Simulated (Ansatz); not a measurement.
C2H3Cl2Si, SMILES `[CH]=C[SiH](Cl)Cl` radical, relaxed with UKS PBE0-D4/def2-TZVP in the Gaussian-basis code of Ansatz from a PBE-D4/def2-SVP geometry. The force threshold is 0.005 eV/Å; the program also tests the step.

The species carries charge 0 and has multiplicity 2.

Start:

```xyz
8

C    -1.463   -0.220   -0.995
C    -0.821    0.027    0.130
Si    1.050    0.028    0.137
Cl    1.725   -1.388    1.499
Cl    1.731    1.893    0.748
H    -2.484   -0.303   -1.394
H    -1.350    0.245    1.086
H     1.612   -0.281   -1.211
```

**Question.** How much energy does the relaxation release, and in how many steps? (An estimate is asked.)

**Answer.** The calculation gave: 0.05 eV, in 6 steps.

**Question.** Which bonds change most? (Estimate.)

**Answer.** Computed: Si3–Cl5 from 2.078 to 2.046 Å; Si3–Cl4 from 2.078 to 2.046 Å; C2–Si3 from 1.871 to 1.849 Å; Si3–H8 from 1.492 to 1.473 Å.

**Question.** Give the relaxed structure. (Best estimate.)

**Answer.** The calculation gave: 
```xyz
8

C    -1.444   -0.219   -0.982
C    -0.813    0.031    0.129
Si    1.036    0.029    0.140
Cl    1.713   -1.368    1.473
Cl    1.721    1.862    0.739
H    -2.450   -0.304   -1.368
H    -1.352    0.243    1.059
H     1.589   -0.275   -1.191
```
